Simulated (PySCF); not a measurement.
Compound: AsH3.
InChI=1S/AsH3/h1H3

Level of theory: PBE0-D3(BJ)/def2-SVP geometry optimisation, gas phase in PySCF.

Masses are those of the commonest isotopes; rigid-rotor values at the optimised geometry. 

**Question.** Give the principal moments of inertia and the rotational constants in GHz.

**Answer.** Ia = 4.52, Ib = 4.52, Ic = 4.85 u·Å²; 505379 MHz·u·Å²/I gives 111775, 111759 and 104173 MHz, that is A = 111.77, B = 111.76, C = 104.17 GHz.

**Question.** Classify the top.

**Answer.** An oblate symmetric top, as the point group C3v requires two equal moments; the computed ones differ by 0.01 % because the geometry is symmetric only within the optimiser's tolerance. Ray's parameter κ = (2B − A − C)/(A − C) = 0.996; −1 is the prolate and +1 the oblate limit.

**Question.** What does the inertial defect say?

**Answer.** Not planar: Δ = Ic − Ia − Ib = -4.19 u·Å². For a rigid frame Δ = −2 Σ m c², so Σ m c² = 2.10 u·Å² lies off the ab plane: 2.01 from hydrogen and 0.08 from heavier atoms. The atom farthest from that plane is 0.82 Å away.

**Question.** Give the other two planar moments, Paa and Pbb, and the rms extents of the mass along the axes.

**Answer.** Paa = Σ m a² = (Ib + Ic − Ia)/2 = 2.43 and Pbb = Σ m b² = (Ia + Ic − Ib)/2 = 2.43 u·Å². With the mass M = 77.95 u, the rms extents √(P/M) along a, b and c are 0.18, 0.18, 0.16 Å.

**Question.** Where do the R-branch lines fall?

**Answer.** The dipole of 0.50 D lies along the symmetry axis, so ΔK = 0 and J+1 ← J falls at 2B(J+1) for every K: 223.53 GHz, 447.07 GHz, 670.60 GHz, 894.14 GHz, 1117.67 GHz for J = 0 to 4.

**Question.** Estimate the classical rotational partition function at 200 K and 298.15 K.

**Answer.** Point group C3v, symmetry number σ = 3; q = (√π/σ)·√((kT/h)³/(ABC)), k/h = 20836.6 MHz/K: 139 at 200 K, 254 at 298.15 K.

Stationary, but not proved a minimum. Constants of a rigid frame at the computed geometry: no zero-point averaging, no centrifugal distortion.
